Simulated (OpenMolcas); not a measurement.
# d5 ions of charge +4 down a group with 6 water ligands in octahedral coordination

```json
{
 "Program": "OpenMolcas",
 "Method": "CASSCF",
 "Spin-orbit coupling": "state interaction with AMFI integrals over the reference wave functions"
}
```

The d shell is active. Anionic complexes are neutralised by point charges behind the ligands. Distances were set from a Shannon-type radius of the metal (high-spin where two are listed) plus a fixed donor radius (H2O 1.36 Å). Ligand basis ANO-RCC-VDZP, DKH2 Hamiltonian. States (labels of O, taken over from Oh, the nearest higher group). Energies in cm-1 above the lowest state or level, χT in cm3 K/mol; under a threefold ground state the first gap can be a small split of the lowest multiplet, not the spin-orbit step; 10Dq and B are least-squares fits to the states below 45000 cm-1, weighted by degeneracy, with a free offset, and given where the rms deviation is under 5 % of |10Dq| (or 100 cm-1) and under 700 cm-1. Spin-only χT is S(S+1) / 2 for the spin of the ground state.

```
 Ion  Shell  R (Å)   Metal basis  Ground state  First state of that spin   10Dq  B (rms of fit)  First gap with spin-orbit (degeneracies)  χT at 300 K  First state of another spin  Spin-only χT
Co4+    3d5   1.89  ANO-RCC-VDZP           6A1                                                                               15980 (6, 2)        4.381              2S+1 = 4: 16465         4.375
Ir4+    5d5   1.99  ANO-RCC-VTZP           2T2                     30614  34558       684 (366)                               7369 (2, 4)        0.406              2S+1 = 4: 20887         0.375
```

The rows also differ in their metal basis, so part of each step comes from that.

Below the highest spin of the shell: Ir4+. χT departs most from the spin-only value for Ir4+, by +0.031 cm3 K/mol.

Without dynamic correlation the repulsion within the d shell is too large (B by tens of per cent), so at a given field states of lower spin stand too high. Ligand-to-metal charge-transfer states are missing. With no ligand orbital active B as a rule stays too high, so bands that hang on it stand too high and its fall with covalency is understated. With metal d orbitals alone the field can be off either way by tens of per cent. CASSCF with metal d orbitals alone favours high spin, so a ground state of lower spin is not ruled out (holds for Co4+). The least metal-like active orbital is 75 % on the metal (Löwdin) and no ligand orbital is active, so the numbers are rough (holds for Co4+). An orbital triplet at a regular site is open to Jahn-Teller coupling, which can distort the site and quench the lowest spin-orbit gaps and is left out (holds for Ir4+). The least metal-like active orbital is 72 % on the metal (Löwdin) and no ligand orbital is active, so the numbers are rough (holds for Ir4+). No measured value stands beside these numbers; the geometry is a model, was not optimised and need not be the one that this ion takes.

A state without a sure symmetry label is named by its multiplicity alone.
